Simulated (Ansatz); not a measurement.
CH6O2Si2, SMILES O=CO[SiH2][SiH3]. Atoms are numbered in the order given.

```xyz
11

O      1.1078    -0.0143    -1.5353
C      1.8429     0.1146    -0.5946
O      1.4697     0.1677     0.6750
Si    -0.1728     0.0569     1.2093
Si    -1.6787    -0.1692    -0.5708
H      2.9453     0.2061    -0.6864
H     -0.3988     1.3000     2.0010
H     -0.1956    -1.1127     2.1340
H     -1.4470    -1.4388    -1.3146
H     -1.6368     1.0210    -1.4658
H     -3.0408    -0.2355     0.0572
```
Charge 0, spin multiplicity 1.

Coordinates come from a PBE0-D3(BJ)/def2-SVP optimisation. The structure was generated by enumeration, and PubChem lists no compound with its InChIKey, so it may never have been made. Other conformers were not sampled.

Two levels are set side by side: PBE-D3(BJ)/def2-SVP (Ansatz, an electronic-structure program) and PBE0-D3(BJ)/def2-SVP (Ansatz). Each level has its own optimised geometry; the coordinates shown are those of the second. Differences are taken from unrounded values.

| quantity | PBE0-D3(BJ) | PBE-D3(BJ) | PBE-D3(BJ) minus PBE0-D3(BJ) |
|---|---|---|---|
| mean bond length (Å) | 1.517 | 1.529 | 0.012 |
| bond O1–C2 (Å) | 1.201 | 1.215 | 0.014 |
| bond C2–O3 (Å) | 1.324 | 1.340 | 0.016 |
| bond O3–Si4 (Å) | 1.731 | 1.752 | 0.021 |
| bond Si4–Si5 (Å) | 2.343 | 2.350 | 0.007 |
| bond C2–H6 (Å) | 1.110 | 1.120 | 0.010 |
| bond Si4–H7 (Å) | 1.491 | 1.502 | 0.011 |
| bond Si4–H8 (Å) | 1.491 | 1.502 | 0.011 |
| bond Si5–H9 (Å) | 1.490 | 1.500 | 0.010 |
| bond Si5–H10 (Å) | 1.490 | 1.500 | 0.010 |
| bond Si5–H11 (Å) | 1.501 | 1.512 | 0.011 |

Exact exchange shortens and stiffens bonds; PBE has none. Differences between two approximate levels are no errors against the true value.
